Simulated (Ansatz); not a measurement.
Ansatz (a quantum-chemistry and plane-wave program) input:
A basis named .json is the Basis Set Exchange file of that set.

Ansatz 0.2 input:
```yaml
crystal:
  periodic: [false, false, false]
  atoms:
    - {symbol: B, position_ang: [0.04661859, -0.36024849, 0.32064487]}
    - {symbol: Cl, position_ang: [-0.03165284, 0.98264223, -0.87258709]}
    - {symbol: N, position_ang: [1.34765678, -0.71434788, 0.80951212]}
    - {symbol: N, position_ang: [-1.13547270, -0.93076015, 0.78825076]}
    - {symbol: H, position_ang: [2.00281384, -1.07040658, 0.11462526]}
    - {symbol: H, position_ang: [-2.04152664, -0.66188270, 0.44604065]}
    - {symbol: H, position_ang: [-1.14157061, -1.65562986, 1.48575025]}
basis:
  gaussian:
    orbitals: aug-cc-pV_D+d_Z.json
magnetization: {spin_polarized: true, initial_magnetization: 1}
correlation: {method: ccsd_t, electrons: outside_noble_gas}
output: {forces: true}
```

Problem. What final total energy does it print?

Solution. -595.55175 Eh (CCSD(T)/aug-cc-pV(D+d)Z). The basis has 128 functions.

It need not be the lowest isomer of its formula.
